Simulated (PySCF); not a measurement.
**UHF on Fe²⁺ (iron, charge +2)**

Configuration: [Ar] 3d5 4p1, high-spin 7P determinant (an excited configuration). Calculation: PySCF 2.14, in aug-cc-pVDZ; no relativity, point nucleus.

| Item | Value |
| --- | --- |
| Total energy | -1261.334973 hartree |
| One-electron energy | -1719.5558 hartree |
| Hartree (Coulomb) energy | 512.1239 hartree |
| Exchange energy | -53.9030 hartree |
| Kinetic energy | 1261.48540 hartree |
| ⟨S²⟩ | 12.0009 |
| ⟨L²⟩ | 2.001 |
| Sum of ⟨r⟩ | 16.58 bohr |
| Sum of ⟨r²⟩ | 22.68 bohr² |
| Traceless quadrupole moment −½Σ⟨3z² − r²⟩ along its main axis | -3.80 e·bohr² |
| Density at the nucleus (Gaussians lack the cusp) | 11800 bohr⁻³ |
| Spin density at the nucleus | 0.366 bohr⁻³ |
| Langevin diamagnetic susceptibility | -18.0 ×10⁻⁶ cm³/mol |

```tsv
shell	electrons	mean orbital energy (hartree)	spread (hartree)	rms radius, mean of both spins (bohr)
1s α	1	-262.37416	0	0.0685
1s β	1	-262.36788	0	0.0685
2s α	1	-33.04160	0	0.292
2s β	1	-32.86543	0	0.292
2p α	3	-28.51980	0.00332	0.261
2p β	3	-28.34405	0.00458	0.261
3s α	1	-5.38632	0	0.873
3s β	1	-4.92060	0	0.873
3p α	3	-3.99901	0.00254	0.924
3p β	3	-3.43506	0.01790	0.924
3d α	5	-1.70677	0.00928	1.09
4p α	1	-0.73053	0	3.08
```

Spin-orbit constants ζ (cm⁻¹) from the X2C one-electron operator on these orbitals (non-relativistic here): bare nucleus, nucleus screened by l(l+1)(2l+1)/3 electrons, and screened by the Breit-Pauli mean field of the electrons.

```tsv
shell	bare	screened nucleus	mean field
2p	67940	62710	60270
3p	8410	7763	7407
3d	880.0	541.5	492.8
4p	629.6	581.2	551.2
```

To first order the Landé constant is A = 91.87 cm⁻¹, so the lowest level has J = 2 and lies 0.0456 eV below the centre of the term. This holds in LS coupling only.
